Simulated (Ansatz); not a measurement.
Mulliken charges of C2H5FGeO (`C[C](=O)[GeH2][F]`) from r2SCAN/def2-TZVPP in Ansatz (PBE0-D4/def2-TZVP geometry).

```
atom   x (Å)   y (Å)   z (Å)  charge (e)
  C1  -1.318   0.601   0.368      -0.113
  C2  -0.431  -0.012  -0.667       0.116
  O3  -0.755  -0.190  -1.813      -0.278
 Ge4   1.422  -0.589  -0.152       0.476
  F5   1.642  -0.190   1.537      -0.393
  H6  -0.830   1.483   0.793       0.072
  H7  -1.448  -0.101   1.198       0.071
  H8  -2.284   0.866  -0.062       0.072
  H9   2.491   0.190  -0.930      -0.012
 H10   1.594  -2.109  -0.268      -0.012
```

Task: By hand: the dipole of these point charges (1 e Å = 4.8032 D).

Result: Σ q r = (-0.036, -0.037, -0.139) e Å, of length 0.148 e Å = 0.71 D.

Task: How does the dipole of the full density compare? (Best estimate.)

Result: Computed: (-0.088, 0.052, 0.102) e Å, 0.69 D; the point charges give 1.03 times that, at 127° from its direction, so they point the opposite way.

Point charges leave out the atoms' own dipoles, such as those of lone pairs, and Mulliken's split depends on the basis, so the two needn't agree.
